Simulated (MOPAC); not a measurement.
Input file for MOPAC: PM3 on H5NSeSi (SMILES N[Se][SiH3]), a point of a torsion scan.

```
PM3 1SCF PRECISE CHARGE=0 THREADS=1
H5NSeSi

N      1.82861991 1    -0.09694034 1     0.02995081 1
Se     0.35992020 1     0.11195861 1     1.17745768 1
Si     1.38507902 1     0.40727207 1     3.19152824 1
H      2.61815701 1     0.43183566 1     0.39143137 1
H      2.10345110 1    -1.07740791 1     0.02392429 1
H      2.12554597 1    -0.80141597 1     3.55882470 1
H      2.33129030 1     1.51657331 1     3.06277092 1
H      0.29557713 1     0.68913364 1     4.10833652 1
```

Output:

```
*******************************************************************************
 **                                                                           **
 **                              MOPAC v23.2.5                                **
 **                                                                           **
 *******************************************************************************
 ** MOPAC's Digital Object Identifier: https://doi.org/10.5281/zenodo.6511958 **
 **                                                                           **
 ** Please cite the open-source release paper for use of this MOPAC version:  **
 ** J. E. Moussa and J. J. P. Stewart (2026)                                  **
 ** MOPAC: An open-source semiempirical molecular orbital program             **
 ** J. Open Source Softw., 11(119), 8025, https://doi.org/10.21105/joss.08025 **
 *******************************************************************************

                              PM3 CALCULATION RESULTS

 *******************************************************************************
 *  PM3        - The PM3 Hamiltonian to be used
 *
 *
 *
 *                 CHARGE ON SYSTEM = 0
 *
 *
 *
 *  PRECISE    - TIGHTER CRITERIA TO BE USED
 *  1SCF       - DO 1 SCF AND THEN STOP
 *  THREADS=1  - MULTI-THREADING NOT USED
 *  T=         - A TIME OF 172800.0 SECONDS REQUESTED
 *  DUMP=N     - RESTART FILE WRITTEN EVERY 7200.0 SECONDS REQUESTED
 *******************************************************************************
PM3 1SCF PRECISE CHARGE=0 THREADS=1
 H5NSeSi

   ATOM   CHEMICAL          X               Y               Z
  NUMBER   SYMBOL      (ANGSTROMS)     (ANGSTROMS)     (ANGSTROMS)

     1       N          1.82861991  *  -0.09694034  *   0.02995081  *
     2      Se          0.35992020  *   0.11195861  *   1.17745768  *
     3      Si          1.38507902  *   0.40727207  *   3.19152824  *
     4       H          2.61815701  *   0.43183566  *   0.39143137  *
     5       H          2.10345110  *  -1.07740791  *   0.02392429  *
     6       H          2.12554597  *  -0.80141597  *   3.55882470  *
     7       H          2.33129030  *   1.51657331  *   3.06277092  *
     8       H          0.29557713  *   0.68913364  *   4.10833652  *



          CARTESIAN COORDINATES

    NO.       ATOM           X           Y           Z

     1         N          1.8286     -0.0969      0.0300
     2        Se          0.3599      0.1120      1.1775
     3        Si          1.3851      0.4073      3.1915
     4         H          2.6182      0.4318      0.3914
     5         H          2.1035     -1.0774      0.0239
     6         H          2.1255     -0.8014      3.5588
     7         H          2.3313      1.5166      3.0628
     8         H          0.2956      0.6891      4.1083

  H: (PM3): J. J. P. STEWART, J. COMP. CHEM. 10, 209 (1989).
  N: (PM3): J. J. P. STEWART, J. COMP. CHEM. 10, 209 (1989).
 Si: (PM3): J. J. P. STEWART, J. COMP. CHEM. 10, 209 (1989).
 Se: (PM3): J. J. P. STEWART, J. COMP. CHEM. 12, 320-341 (1991).

           Empirical Formula: H5 N Se Si  =     8 atoms



      MOLECULAR POINT GROUP   :   C1


      RHF CALCULATION, NO. OF DOUBLY OCCUPIED LEVELS = 10


 -------------------------------------------------------------------------------
 PM3 1SCF PRECISE CHARGE=0 THREADS=1
 H5NSeSi



     1SCF WAS SPECIFIED, SO BFGS WAS NOT USED
     SCF FIELD WAS ACHIEVED


                              PM3 CALCULATION
                                                       MOPAC v23.2.5 Linux




          FINAL HEAT OF FORMATION =          2.39963 KCAL/MOL =      10.04007 KJ/MOL


          COSMO AREA              =        120.36 SQUARE ANGSTROMS
          COSMO VOLUME            =        111.70 CUBIC ANGSTROMS

          IONIZATION POTENTIAL    =          8.997290 EV
          HOMO LUMO ENERGIES (EV) =         -8.997 -2.364
          NO. OF FILLED LEVELS    =         10
          MOLECULAR WEIGHT        =        126.0917         POINT GROUP:  C1

          MOLECULAR DIMENSIONS (Angstroms)

            Atom       Atom       Distance
            H     8    H     5     4.80328
           Se     2    H     6     2.92797
            H     7   Se     2     2.06607


          SCF CALCULATIONS        =          1





   ATOM   CHEMICAL          X               Y               Z
  NUMBER   SYMBOL      (ANGSTROMS)     (ANGSTROMS)     (ANGSTROMS)

     1       N          1.82861991  *  -0.09694034  *   0.02995081  *
     2      Se          0.35992020  *   0.11195861  *   1.17745768  *
     3      Si          1.38507902  *   0.40727207  *   3.19152824  *
     4       H          2.61815701  *   0.43183566  *   0.39143137  *
     5       H          2.10345110  *  -1.07740791  *   0.02392429  *
     6       H          2.12554597  *  -0.80141597  *   3.55882470  *
     7       H          2.33129030  *   1.51657331  *   3.06277092  *
     8       H          0.29557713  *   0.68913364  *   4.10833652  *

                             CARTESIAN COORDINATES

   1    N        1.828619910    -0.096940340     0.029950810
   2   Se        0.359920200     0.111958610     1.177457680
   3   Si        1.385079020     0.407272070     3.191528240
   4    H        2.618157010     0.431835660     0.391431370
   5    H        2.103451100    -1.077407910     0.023924290
   6    H        2.125545970    -0.801415970     3.558824700
   7    H        2.331290300     1.516573310     3.062770920
   8    H        0.295577130     0.689133640     4.108336520


           Empirical Formula: H5 N Se Si  =     8 atoms



      MOLECULAR POINT GROUP   :   C1


                  EIGENVALUES
 -28.74232 -18.10332 -16.80027 -16.32141 -13.94055 -12.89555 -12.61516 -10.95138
 -10.11854  -8.99729  -2.36397  -0.51056   0.50087   1.59562   1.72027   3.24582
   4.15706


              NET ATOMIC CHARGES AND DIPOLE CONTRIBUTIONS

  ATOM NO.   TYPE          CHARGE      No. of ELECS.   s-Pop       p-Pop
    1          N          -0.058429        5.0584     1.47778     3.58065
    2         Se          -0.104669        6.1047     1.90802     4.19665
    3         Si           0.386124        3.6139     0.94803     2.66585
    4          H           0.055318        0.9447     0.94468
    5          H           0.054806        0.9452     0.94519
    6          H          -0.123438        1.1234     1.12344
    7          H          -0.113570        1.1136     1.11357
    8          H          -0.096143        1.0961     1.09614
 DIPOLE           X         Y         Z       TOTAL
 POINT-CHG.     0.456    -0.113    -0.249     0.531
 HYBRID         1.742    -0.457     1.680     2.463
 SUM            2.197    -0.570     1.432     2.684


          ATOMIC ORBITAL ELECTRON POPULATIONS

     Atom    s        px        py        pz
    1  N   1.47778   1.06638   1.10247   1.41180
    2 Se   1.90802   1.16429   1.96144   1.07092
    3 Si   0.94803   0.88516   0.88099   0.89970
    4  H   0.94468
    5  H   0.94519
    6  H   1.12344
    7  H   1.11357
    8  H   1.09614

 **********************
 *                    *
 * JOB ENDED NORMALLY *
 *                    *
 **********************




 == MOPAC DONE ==
```

The run finished.

Cost: very roughly 0.020 core-seconds.
